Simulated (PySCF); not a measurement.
# Electric field gradients and quadrupole coupling constants

C₃H₉NP₂Si.
Geometry (GFN2-xTB, Å), atoms numbered from 1 in this order:
```xyz
16
C3H9NP2Si angstrom
N     -0.421    1.916   -2.036
C     -0.337    1.828   -0.897
C     -0.235    1.648    0.516
P     -0.381   -0.163    0.995
Si    -2.141   -0.794   -0.258
C      0.989   -0.843   -0.069
P      2.609   -0.273    0.660
H     -1.033    2.195    1.028
H      0.736    2.011    0.871
H     -2.434   -2.157    0.184
H     -3.234    0.115    0.085
H     -1.884   -0.779   -1.696
H      0.906   -0.481   -1.098
H      0.925   -1.934   -0.063
H      2.528   -1.085    1.789
H      3.400   -1.195   -0.023
```

Field gradients from the PBE0/pcSseg-1 density (PySCF, non-relativistic), principal values in atomic units, ordered |Vxx| ≤ |Vyy| ≤ |Vzz|:

```
atom     Vxx     Vyy      Vzz
  N1  0.4391  0.5082  -0.9473
```

Task: Find the asymmetry η = (Vxx − Vyy)/Vzz and the couplings χ = eQV/h (234.96 MHz × Q in barn × V in au), with Q(14N) = 0.02044 b.

Result: 
| atom | environment | nucleus | η | χzz (MHz) | χxx (MHz) | χyy (MHz) |
| --- | --- | --- | --- | --- | --- | --- |
| N1 | nitrile nitrogen | 14N | 0.07 | -4.550 | 2.109 | 2.441 |

Task: What is Vzz at N1 in SI units (1 au = 9.71736 × 10²¹ V/m²)?

Result: -0.9473 au = -9.206 × 10²¹ V/m².

Task: And the gradient at the other heavy atoms, for which no coupling is worked out here?

Result: 
```tsv
atom	environment	Vzz (au)	η
C2	nitrile carbon	-0.399	0.01
C3	sp3 carbon bound to phosphorus	0.155	0.54
P4	three-coordinate phosphorus	-1.314	0.51
Si5	SiH3 silicon	0.301	0.16
C6	sp3 carbon bound to phosphorus	-0.113	0.88
P7	phosphine phosphorus	-1.331	0.27
```

Were the hydrogens deuterons (Q(2H) = 0.00286 b), χzz would run from 109 kHz (H12 and H10) to 206 kHz (H14).

Isolated species at its GFN2-xTB geometry (one conformer only). GFN2-xTB bond lengths can be off by several hundredths of an ångström, more for odd bonds, and the gradients follow them. The basis is small and wasn't made for field gradients, so the couplings can be 20 % off.
